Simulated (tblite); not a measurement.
Compound: C6H10N2Si.
Cartesian coordinates in Å at the GFN2-xTB level; atoms count from 1:
```xyz
19
C6H10N2Si angstrom
N      3.7364    1.3818    0.8264
C      2.9982    0.8736    0.1147
C      2.0492    0.2331   -0.7368
Si     0.6580   -0.5626    0.3220
C     -0.3092    0.8058    1.2368
C     -1.3802    1.3154    0.3238
N     -2.1673    0.6208   -0.3682
C     -2.0568   -0.8144   -0.3549
C     -0.6749   -1.3097   -0.8123
H      2.5623   -0.5283   -1.3243
H      1.6380    0.9753   -1.4235
H      1.2255   -1.5393    1.2611
H      0.3118    1.6207    1.6022
H     -0.7999    0.3493    2.0997
H     -1.5002    2.3903    0.2414
H     -2.8329   -1.1920   -1.0271
H     -2.2597   -1.2000    0.6526
H     -0.5370   -1.0126   -1.8530
H     -0.6710   -2.3980   -0.7884
```

Computed values, GFN2-xTB/tblite, gas phase, harmonic and unscaled. The method is semi-empirical: single wavenumbers can be off by several per cent or more. Modes of hydrogen on silicon can be 10 to 20 % off. One conformer, not necessarily the lowest.

Harmonic wavenumbers (cm⁻¹): 29.0, 51.2, 91.7, 167.3, 189.6, 213.4, 298.7, 376.3, 380.9, 455.3, 490.6, 594.4, 619.5, 641.4, 673.8, 716.6, 733.2, 767.9, 797.5, 807.7, 855.7, 937.7, 985.5, 1006.8, 1015.8, 1071.1, 1074.2, 1094.3, 1142.8, 1173.8, 1183.5, 1208.5, 1272.0, 1310.4, 1324.5, 1406.4, 1439.4, 1465.9, 1490.2, 1719.4, 2231.8, 2402.5, 2889.4, 2953.9, 2955.8, 2969.6, 2979.4, 2989.2, 3002.4, 3012.1, 3020.9.

A = 2954, B = 855.3, C = 749.6 MHz; mass 138.061 u (most abundant isotopes); point group C1, symmetry number 1.

**Question.** What is the zero-point energy?

**Answer.** Half the sum of the wavenumbers: 32340 cm⁻¹ = 92.47 kcal/mol.

**Question.** What is S at 200 K and 1 bar for an ideal gas of classical rigid rotors and harmonic oscillators?

**Answer.** Translation 38.72, rotation 28.33, vibration 19.83: S = 86.9 cal/(mol K).

**Question.** And Cp and H(200 K) − H(0)?

**Answer.** Cp = 28.03 cal/(mol K), of which vibrations give 20.08 (their classical limit is 51 R = 101.3); H(200 K) − H(0) = 3.62 kcal/mol without the zero-point energy, 2.03 from vibrations.

**Question.** Blend soft modes into free rotors: weight 1/[1 + (100 cm⁻¹/ν̃)⁴] for the oscillator and the rest for a rotor with moment μB/(μ + B), μ = h/(8π²ν), B = 10⁻⁴⁴ kg m². What vibrational entropy results?

**Answer.** 17.52 cal/(mol K) in place of 19.83, which changes −T·S at 200 K by +0.46 kcal/mol.

**Question.** How do the functions run with temperature in this model?

**Answer.** 
```csv
T (K),S (cal/(mol K)),Cp (cal/(mol K)),H − H(0) (kcal/mol),G − H(0) (kcal/mol),ln q(vib)
150,79.6,22.9,2.35,-9.59,3.59
250,93.7,33.6,5.16,-18.27,6.15
298.15,100.1,38.9,6.90,-22.94,7.38
400,113.1,49.5,11.42,-33.80,10.01
600,136.3,65.1,22.98,-58.78,15.17
900,165.7,79.8,44.91,-104.23,22.52
```

q(vib) and H(0) count from the zero-point level.

Hindered rotation and anharmonicity are outside this model. Other conformers, if any are populated, would add a mixing term that is left out. The structure is chiral; the term R ln 2 for an equal mix with its mirror image is left out.

Time: 1.4 s of wall time. Hardware: one thread, Arm Neoverse N1 (aarch64), shared host with 64 logical CPUs at a one-minute load of 54. This covers the Hessian and the dipole derivatives.
